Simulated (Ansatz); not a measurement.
Gas-phase electronic energies from Ansatz, PBE0-D4/def2-TZVP geometries. CCSD(T)/CBS adds triple-zeta CCSD(T) − MP2 to the extrapolated MP2 energy (def2 sets, frozen cores). DFT in def2-TZVPP. B3LYP here is the variant with VWN-RPA as its local correlation; programs differ in this. For Br outer-core shells are correlated without core-valence functions, which leaves a few kJ/mol of doubt a bond. Scalar relativity is left out up to krypton. One conformer a species, not always the lowest.

Reaction (substitution at a C–C bond): `BC1(C)C=N1` + `N=CBr` → `C/N=C\Br` + `BC1C=N1`

(1) Is it downhill or uphill in electronic energy at CCSD(T)/CBS, and by how much? (Estimate.)

(2) What do these levels give: PBE-D4, r2SCAN-D4, PBE0-D4, B3LYP-D4, ωB97X-V, B3LYP, MP2/def2-TZVPP, SCS-MP2/def2-TZVPP, HF/def2-QZVPP, MP2/def2-QZVPP, HF/CBS(def2), MP2/CBS(def2)? (Estimate.)

Largest T1 diagnostic among the species: 0.013.

## Answers

(1) Ansatz gave: Uphill: ΔE = +9.2 kJ/mol.

(2) The calculation gave: PBE-D4 1.2, r2SCAN-D4 2.5, PBE0-D4 6.1, B3LYP-D4 2.6, ωB97X-V 10.3, B3LYP 1.2, MP2/def2-TZVPP 9.5, SCS-MP2/def2-TZVPP 9.3, HF/def2-QZVPP 10.2, MP2/def2-QZVPP 9.7, HF/CBS(def2) 10.3, MP2/CBS(def2) 9.5 kJ/mol.

From PBE to PBE0 (25 % exact exchange), in def2-TZVPP and without D4, ΔE moves by +5.0 kJ/mol.
